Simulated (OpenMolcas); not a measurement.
# Ag5+: input and output

Input:

```
&GATEWAY
Coord
1

Ag 0.0 0.0 0.0
Basis=ANO-RCC-MB
Group=XYZ
NoMove
AngMom=0.0 0.0 0.0
AMFI
&SEWARD
&RASSCF
FileOrb=start.orb
Symmetry=1
Spin=5
nActEl=6 0 0
Inactive=9 9
Ras2=5 0
CIRoot=5 5 1
SDav=5
CIMx=300
Iter=120 100
PrWF=0.3
OrbListing=Nothing
MaxOrb=0
Atom
>>> COPY $Project.JobIph JOB001
&RASSCF
FileOrb=start.orb
Symmetry=1
Spin=3
nActEl=6 0 0
Inactive=9 9
Ras2=5 0
CIRoot=45 45 1
SDav=45
CIMx=300
Iter=120 100
PrWF=0.3
OrbListing=Nothing
MaxOrb=0
Atom
>>> COPY $Project.JobIph JOB002
&RASSCF
FileOrb=start.orb
Symmetry=1
Spin=1
nActEl=6 0 0
Inactive=9 9
Ras2=5 0
CIRoot=50 50 1
SDav=50
CIMx=300
Iter=120 100
PrWF=0.3
OrbListing=Nothing
MaxOrb=0
Atom
>>> COPY $Project.JobIph JOB003
&RASSI
NrOfJobIphs=3 5 45 50
1 2 3 4 5
1 2 3 4 5 6 7 8 9 10 11 12 13 14 15 16 17 18 19 20 21 22 23 24 25 26 27
28 29 30 31 32 33 34 35 36 37 38 39 40 41 42 43 44 45
1 2 3 4 5 6 7 8 9 10 11 12 13 14 15 16 17 18 19 20 21 22 23 24 25 26 27
28 29 30 31 32 33 34 35 36 37 38 39 40 41 42 43 44 45 46 47 48 49 50
IphNames
JOB001
JOB002
JOB003
EJob
SpinOrbit
DIPRint=1.0
SOCoupling=1000.0
Subsets=2
MEES
Property=10
'ANGMOM' 1 'ANGMOM' 2 'ANGMOM' 3 'MLTPL  1' 1 'MLTPL  1' 2 'MLTPL  1' 3
'AMFI' 1 'AMFI' 2 'AMFI' 3 'MLTPL  2' 6
SOProperty=3
'ANGMOM' 1 'ANGMOM' 2 'ANGMOM' 3
```

Launched by
```bash
OMP_NUM_THREADS=1 MOLCAS_MEM=1689 MOLCAS_PROJECT=a pymolcas a.inp > a.log  # once for each step of the input, in one work folder
```

A driver script runs the steps one by one and writes start.orb anew before each from the orbitals found so far.

Output, cut to the results:

```
--- SEWARD ---
Basis set label: AG.ANO-RCC...5S4P2D.

      Electronic valence basis set:
      ------------------
      Associated Effective Charge  47.000000 au
      Associated Actual Charge     47.000000 au
      Nuclear Model: Point charge

      Shell  nPrim  nBasis  Cartesian Spherical Contaminant
         s      21       5        X
         p      18       4        X
         d      13       2                 X
                  Relativistic Douglas-Kroll-Hess integrals:
                    - DKH order of Hamiltonian: 2
                    - DKH order of Properties : 0
                  Atomic mean-field integrals
--- RASSCF ---
Wave function specifications:
      -----------------------------

      Number of closed shell electrons          36
      Number of electrons in active shells       6
      Max number of holes in RAS1 space          0
      Max nr of electrons in RAS3 space          0
      Number of inactive orbitals               18
      Number of active orbitals                  5
      Number of secondary orbitals               4
      Spin quantum number                      2.0
      State symmetry                             1
Orbital specifications:
      -----------------------

      Symmetry species                           1   2
                                                ag  au
      Frozen orbitals                            0   0
      Inactive orbitals                          9   9
      Active orbitals                            5   0
      RAS1 orbitals                              0   0
      RAS2 orbitals                              5   0
      RAS3 orbitals                              0   0
      Secondary orbitals                         1   3
      Deleted orbitals                           0   0
      Number of basis functions                 15  12
      Number of CSFs                             5
      Number of root(s) required                 5
      Iter CI   SX   CI       RASSCF       Energy    max ROT     max BLB   max BLB  Level Ln srch  Step   QN
          iter iter root      energy       change     param      element    value   shift minimum  type update
 Nr of preliminary CI iterations:   1
      Total energies have been shifted. Add                -5000.00 au
        1   1    5    0  -304.59196607    0.00E+00  -5.71E-02    8  11 2  5.18E-01*  0.00   0.00    SX    NO
        2   1    4    0  -304.71688481   -1.25E-01*  4.12E-03    8  11 2  3.62E-02*  0.00   0.00    SX    NO
        3   1    3    0  -304.71741327   -5.28E-04* -2.64E-04    7  10 2  2.32E-03*  0.00   0.00    SX    NO
        4   1    3    0  -304.71741555   -2.28E-06* -1.75E-05    8  11 2  1.54E-04*  0.00   0.00    SX    NO
        5   1    2    0  -304.71741556   -1.02E-08* -1.25E-06    8  11 2  1.03E-05   0.00   1.07    QN   YES
        6   1    2    0  -304.71741556   -5.00E-11   3.98E-09    5  11 2  1.96E-07   0.00   1.00    QN   YES
      Convergence after  6 iterations
        7   1    2    0  -304.71741556   -2.73E-12   3.98E-09    6  12 2  2.85E-09   0.00   1.00    QN   YES
      Natural orbitals and occupation numbers for root  1
      sym 1:   1.000000   1.000000   2.000000   1.000000   1.000000
      Natural orbitals and occupation numbers for root  2
      sym 1:   1.000000   2.000000   1.000000   1.000000   1.000000
      Natural orbitals and occupation numbers for root  3
      sym 1:   2.000000   1.000000   1.000000   1.000000   1.000000
::    RASSCF root number  1 Total energy:  -5304.71741556
::    RASSCF root number  2 Total energy:  -5304.71741556
::    RASSCF root number  3 Total energy:  -5304.71741556
::    RASSCF root number  4 Total energy:  -5304.71741556
::    RASSCF root number  5 Total energy:  -5304.71741556
--- RASSCF ---
Wave function specifications:
      -----------------------------

      Number of closed shell electrons          36
      Number of electrons in active shells       6
      Max number of holes in RAS1 space          0
      Max nr of electrons in RAS3 space          0
      Number of inactive orbitals               18
      Number of active orbitals                  5
      Number of secondary orbitals               4
      Spin quantum number                      1.0
      State symmetry                             1
Orbital specifications:
      -----------------------

      Symmetry species                           1   2
                                                ag  au
      Frozen orbitals                            0   0
...
--- RASSI ---
SPIN-FREE ENERGIES:
  (Shifted by EMIN (a.u.) =      -5304.7174155586)

 SF State       Relative EMIN(au)   Rel lowest level(eV)    D:o, cm**(-1)      L_eff

     1             0.0000000000        0.0000000000              0.0000         2.0
     2             0.0000000000        0.0000000000              0.0000         2.0
     3             0.0000000000        0.0000000000              0.0000         2.0
     4             0.0000000000        0.0000000000              0.0000         2.0
     5             0.0000000000        0.0000000000              0.0000         2.0
     6             0.0841575852        2.2900445555          18470.4550         5.0
     7             0.0841575852        2.2900445555          18470.4550         5.0
     8             0.0841575852        2.2900445555          18470.4550         5.0
     9             0.0841575852        2.2900445555          18470.4550         5.0
    10             0.0841575852        2.2900445555          18470.4550         5.0
    11             0.0841575852        2.2900445555          18470.4550         5.0
    12             0.0841575852        2.2900445555          18470.4550         5.0
    13             0.0841575852        2.2900445555          18470.4550         5.0
    14             0.0841575852        2.2900445555          18470.4550         5.0
    15             0.0841575852        2.2900445555          18470.4550         5.0
    16             0.0841575852        2.2900445555          18470.4550         5.0
    17             0.0945558537        2.5729958582          20752.6111         1.0
    18             0.0945558537        2.5729958582          20752.6111         1.0
    19             0.0945558537        2.5729958582          20752.6111         1.0
    20             0.0967786711        2.6334818008          21240.4632         3.0
    21             0.0967786711        2.6334818008          21240.4632         3.0
...
```

Levels above the lowest, from the spin-orbit matrix, grouped by J:

| Configuration | Term | J | E (cm⁻¹) | Measured (cm⁻¹) | g | Term weight % | Second |
| --- | --- | --- | --- | --- | --- | --- | --- |
| 4d⁶ | ⁵D | 4 | 0.0 | 0.0 | 1.496 | 98 |  |
| 4d⁶ | ⁵D | 3 | 1793 | 2692 | 1.498 | 99 |  |
| 4d⁶ | ⁵D | 2 | 2796 | 3953 | 1.499 | 98 |  |
| 4d⁶ | ⁵D | 1 | 3468 | 4941 | 1.499 | 98 | 2 ³P(1) |
| 4d⁶ | ⁵D | 0 | 3786 | 5380 |  | 97 | 2 ³P(1) |
| 4d⁶ | ³H | 6 | 19334 | 21512 | 1.161 | 97 | 3 ¹I |
| 4d⁶ | ³H | 4 | 19413 |  | 0.952 | 54 | 20 ³F(1) |
| 4d⁶ | ³H | 5 | 19824 | 21812 | 1.060 | 84 | 16 ³G |
| 4d⁶ | ³P(1) | 2 | 20267 |  | 1.487 | 94 | 2 ³D |
| 4d⁶ | ³F(1) | 4 | 22353 |  | 1.077 | 57 | 37 ³H |
| 4d⁶ | ³F(1) | 3 | 22614 | 24441 | 1.020 | 79 | 20 ³G |
| 4d⁶ | ³F(1) | 2 | 23422 | 25306 | 0.679 | 97 | 3 ¹D(1) |
| 4d⁶ | ³G | 5 | 25055 | 27958 | 1.174 | 84 | 16 ³H |
| 4d⁶ | ³P(1) | 1 | 25349 | 28232 | 1.462 | 94 | 4 ³D |
| 4d⁶ | ³P(1) | 0 | 26090 |  |  | 82 | 16 ¹S(1) |
| 4d⁶ | ³G | 4 | 26594 | 29660 | 1.068 | 79 | 14 ³F(1) |
| 4d⁶ | ³G | 3 | 27087 | 30361 | 0.820 | 79 | 20 ³F(1) |
| 4d⁶ | ¹I | 6 | 30108 | 34194 | 1.006 | 97 | 3 ³H |
| 4d⁶ | ³D | 2 | 31188 | 32650 | 1.166 | 90 | 5 ¹D(1) |
| 4d⁶ | ³D | 1 | 31552 |  | 0.543 | 96 | 4 ³P(1) |
| 4d⁶ | ³D | 3 | 31775 |  | 1.327 | 97 |  |
| 4d⁶ | ¹G(1) | 4 | 32805 | 37481 | 1.009 | 87 | 7 ³F(1) |
| 4d⁶ | ¹S(1) | 0 | 37709 |  |  | 80 | 15 ³P(1) |
| 4d⁶ | ¹D(1) | 2 | 39078 | 41372 | 1.010 | 89 | 5 ³D |

Against the 16 measured excited levels shown (the list in Gamrath, thesis, University of Mons (2023)) the mean absolute deviation is 2400 cm-1; the largest miss in energy is 4d⁶ ¹G₄(1): computed 32805, measured 37481 cm⁻¹ (-12.5 %), and the largest in proportion 4d⁶ ⁵D₃ (-33.4 %).

Without dynamic correlation excited terms often stand tens of per cent too high (terms of higher spin than the ground term too low), and those without a measured partner can miss by more than the paired ones. The basis is small and was not contracted for so high a charge. Measured partners are found by configuration, term and J. A level has none where our copy of the source lacks it or the pairing is in doubt (some pairs that miss far off the trend of their configuration count as doubtful), and it then counts in no deviation. Levels of configurations outside the active space are missing. The table shows the lowest 24 of 34 levels.

The term weight is that of the spin-free term in the level, not the purity of its configuration. A number in round brackets counts repeated terms of one configuration in the order of the reference energies.
